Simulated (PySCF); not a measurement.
**How the functional moves excitation energies**

Species: C2H9NSi2.
SMILES: `[SiH3]/C=C/[SiH2]N`

Linear-response calculations in the def2-SVPD basis (PySCF; singlets by full response, triplets Tamm–Dancoff, core orbitals frozen in the response; HF means time-dependent Hartree–Fock). 'Strongest' is the level of largest summed f among the singlets computed (10 roots, of which the last may lack a degenerate partner); it can jump between rows when another state enters that window. S1 is the lowest singlet of each run and needn't be the same state throughout; f(S1) is that of one state. One conformer (not necessarily the lowest) at the PBE0-D3(BJ)/def2-SVP geometry, without solvent, vibrations or thermal averaging.

```json
{"functional": "LDA", "kind": "LDA", "S1 (eV)": "4.28", "f(S1)": "0.008", "strongest (eV)": "5.83", "T1 (eV)": "4.11", "HOMO (eV)": "-6.24", "gap (eV)": "4.20", "ionisation energy, ΔSCF (eV)": "9.58"}
{"functional": "PBE", "kind": "GGA", "S1 (eV)": "4.33", "f(S1)": "0.006", "strongest (eV)": "5.92", "T1 (eV)": "4.03", "HOMO (eV)": "-6.12", "gap (eV)": "4.26", "ionisation energy, ΔSCF (eV)": "9.46"}
{"functional": "B3LYP", "kind": "global hybrid, 20% exact exchange", "S1 (eV)": "5.26", "f(S1)": "0.012", "strongest (eV)": "6.35", "T1 (eV)": "4.05", "HOMO (eV)": "-7.27", "gap (eV)": "6.18", "ionisation energy, ΔSCF (eV)": "9.32"}
{"functional": "PBE0", "kind": "global hybrid, 25% exact exchange", "S1 (eV)": "5.40", "f(S1)": "0.013", "strongest (eV)": "6.46", "T1 (eV)": "3.96", "HOMO (eV)": "-7.50", "gap (eV)": "6.59", "ionisation energy, ΔSCF (eV)": "9.37"}
{"functional": "BHandHLYP", "kind": "global hybrid, 50% exact exchange", "S1 (eV)": "5.99", "f(S1)": "0.003", "strongest (eV)": "6.58", "T1 (eV)": "3.89", "HOMO (eV)": "-8.71", "gap (eV)": "8.87", "ionisation energy, ΔSCF (eV)": "9.60"}
{"functional": "CAM-B3LYP", "kind": "range-separated hybrid", "S1 (eV)": "5.77", "f(S1)": "0.005", "strongest (eV)": "6.55", "T1 (eV)": "4.01", "HOMO (eV)": "-8.89", "gap (eV)": "9.14", "ionisation energy, ΔSCF (eV)": "9.65"}
{"functional": "wB97X-D", "kind": "range-separated hybrid", "S1 (eV)": "5.75", "f(S1)": "0.005", "strongest (eV)": "6.61", "T1 (eV)": "4.11", "HOMO (eV)": "-9.41", "gap (eV)": "10.28", "ionisation energy, ΔSCF (eV)": "9.61"}
{"functional": "LC-wPBE", "kind": "range-separated hybrid", "S1 (eV)": "5.91", "f(S1)": "0.001", "strongest (eV)": "6.76", "T1 (eV)": "3.88", "HOMO (eV)": "-10.27", "gap (eV)": "11.60", "ionisation energy, ΔSCF (eV)": "9.95"}
```

Task: What does HF (Hartree–Fock) give?

Result: S1 (eV) 6.53, f(S1) 0.002, strongest (eV) 6.75, T1 (eV) 3.36, HOMO (eV) -10.20, gap (eV) 12.46, ionisation energy, ΔSCF (eV) not settled. S1 runs from 4.28 eV (LDA) to 6.53 eV (HF), a spread of 2.25 eV, while the orbital gap spreads over 8.3 eV. Along PBE (0%), B3LYP (20%), PBE0 (25%), BHandHLYP (50%), HF (100%) S1 rises with the share of exact exchange. −ε(HOMO) comes closest to its own ΔSCF ionisation energy with wB97X-D (-0.21 eV) and misses most with PBE (-3.34 eV). 'Not settled' means that the ion's SCF failed to converge or may have ended in another state than the lowest.
